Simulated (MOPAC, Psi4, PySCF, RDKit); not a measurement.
Torsional profile of C₆H₁₀OSSi, SMILES COC[SiH2]c1cccs1. Scanned: dihedral O2–C3–Si4–C5; all other coordinates were relaxed at GFN2-xTB. Points at φ and −φ are mirror images. Heavy atoms are numbered in the order of the SMILES COC[SiH2]c1cccs1, hydrogens after them in the order of the atoms that carry them; the mirror image has the same energies with the sign of each dihedral reversed.

Levels of theory: MMFF94 // GFN2-xTB (RDKit); PM7, restricted, heats of formation // GFN2-xTB (MOPAC); RKS-B3LYP/6-31G* = restricted B3LYP/6-31G*, spherical d, density fitting // GFN2-xTB run with PySCF; PBE-D3(BJ)/def2-SVP // GFN2-xTB (Psi4).

Energies relative to the lowest point of each profile, in eV; the last columns give the difference from PBE-D3(BJ):

| φ / ° | MMFF94 | PM7 | RKS-B3LYP/6-31G* | PBE-D3(BJ)/def2-SVP | MMFF94 − PBE-D3(BJ)/def2-SVP | PM7 − PBE-D3(BJ)/def2-SVP | RKS-B3LYP/6-31G* − PBE-D3(BJ)/def2-SVP |
|---|---|---|---|---|---|---|---|
| -160 | 0.070 | 0.021 | 0.075 | 0.112 | -0.041 | -0.091 | -0.036 |
| -140 | 0.114 | 0.038 | 0.112 | 0.156 | -0.043 | -0.118 | -0.044 |
| -120 | 0.117 | 0.043 | 0.120 | 0.166 | -0.049 | -0.122 | -0.046 |
| -100 | 0.081 | 0.030 | 0.096 | 0.129 | -0.049 | -0.099 | -0.033 |
| -80 | 0.033 | 0.010 | 0.041 | 0.052 | -0.020 | -0.042 | -0.011 |
| -60 | 0.000 | 0.000 | 0.000 | 0.000 | 0.000 | 0.000 | 0.000 |
| -40 | 0.008 | 0.022 | 0.029 | 0.030 | -0.022 | -0.008 | -0.002 |
| -20 | 0.044 | 0.062 | 0.087 | 0.096 | -0.052 | -0.034 | -0.009 |
| 0 | 0.065 | 0.081 | 0.117 | 0.131 | -0.065 | -0.049 | -0.013 |
| 20 | 0.044 | 0.062 | 0.087 | 0.096 | -0.052 | -0.034 | -0.009 |
| 40 | 0.008 | 0.022 | 0.029 | 0.030 | -0.022 | -0.008 | -0.002 |
| 60 | 0.000 | 0.000 | 0.000 | 0.000 | 0.000 | 0.000 | 0.000 |
| 80 | 0.033 | 0.010 | 0.041 | 0.052 | -0.020 | -0.042 | -0.011 |
| 100 | 0.081 | 0.030 | 0.096 | 0.129 | -0.049 | -0.099 | -0.033 |
| 120 | 0.117 | 0.043 | 0.120 | 0.166 | -0.049 | -0.122 | -0.046 |
| 140 | 0.114 | 0.038 | 0.112 | 0.156 | -0.043 | -0.118 | -0.044 |
| 160 | 0.070 | 0.021 | 0.075 | 0.112 | -0.041 | -0.091 | -0.036 |
| 180 | 0.047 | 0.013 | 0.058 | 0.090 | -0.043 | -0.078 | -0.032 |

MMFF94 is furthest from PBE-D3(BJ)/def2-SVP at 0 (-0.065 eV, below); its mean absolute difference over the points is 0.037 eV.

PM7 is furthest from PBE-D3(BJ)/def2-SVP at -120 (-0.122 eV, below); its mean absolute difference over the points is 0.064 eV.

RKS-B3LYP/6-31G* is furthest from PBE-D3(BJ)/def2-SVP at -120 (-0.046 eV, below); its mean absolute difference over the points is 0.023 eV.

MMFF94 has few fitted parameters for silicon.
